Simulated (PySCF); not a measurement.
Computed shifts of a molecule C₂H₃F₃Si₂, B3LYP/pcSseg-1 run with PySCF, GIAO, gas phase, equivalent atoms averaged, in ppm (number of nuclei): ²⁹Si: -93.2 (1), -96.2 (1). ¹³C: 115.6 (1), 105.7 (1). ¹⁹F: -150.9 (3). ¹H: 4.40 (3). References: ²⁹Si against TMS (σ = 338.7 ppm); ¹³C against TMS (σ = 181.3 ppm); ¹⁹F against CFCl3 (σ = 161.7 ppm); ¹H against TMS (σ = 31.68 ppm), references at their B3LYP-D3(BJ)/def2-TZVP geometries, non-relativistic. Geometry optimised at PBE0-D3(BJ)/def2-SVP. The values are those of a single conformer.

Q: Which molecule gave these data?
A. FC1=C[Si](F)(F)[SiH2]1
B. F[SiH2]C#C[SiH](F)F
C. F[Si](F)(F)C#C[SiH3]

A: C, F[Si](F)(F)C#C[SiH3]
